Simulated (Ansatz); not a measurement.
Geometry optimisation, Ansatz, RKS CAM-B3LYP/def2-mTZVP.

The input (input.yaml):

```yaml
crystal:
  periodic: [false, false, false]
  atoms:
    - { symbol: Al, position_ang: [0.0, 0.0, 0.0] }
    - { symbol: F, position_ang: [0.0, 0.0, 1.69] }
    - { symbol: Cl, position_ang: [1.9312, 0.0, -1.115] }
    - { symbol: F, position_ang: [-1.4635, 0.0, -0.845] }
basis:
  gaussian: { orbitals: def2-mTZVP }
hamiltonian:
  xc: cam_b3lyp
relax:
  f_tol: 0.02
  max_steps: 40
output:
  orbitals: {}
```

Launched with:

```bash
$ ansatz run input.yaml --threads 2 --pin off --max-ram 3072MiB --backend cpu --events-out ev --progress --plain --runs-dir out
```

**Question.** Where does it end, and by what steps?

**Answer.** The forces met the threshold. After 5 steps the energy has fallen by 0.316 eV; Cl3 moved furthest, 0.13 Å.

```
step  energy less start (eV)  largest force component (eV/Å)  accepted
   0                  0.0000                           1.931       yes
   1                 -0.2756                           0.970       yes
   2                 -0.2991                           0.846       yes
   3                 -0.3151                           0.092       yes
   4                 -0.3156                           0.026       yes
   5                 -0.3157                           0.002       yes
```

```xyz
4
Properties=species:S:1:pos:R:3
Al 0.028 0.000 -0.016
F 0.016 0.000 1.616
Cl 1.815 0.000 -1.048
F -1.391 0.000 -0.822
```

Whether the end is a true minimum wasn't checked by a vibrational analysis.

The run took 10 s on 2 threads of Arm Neoverse V2, on a shared host, peak memory 0.16 GiB.
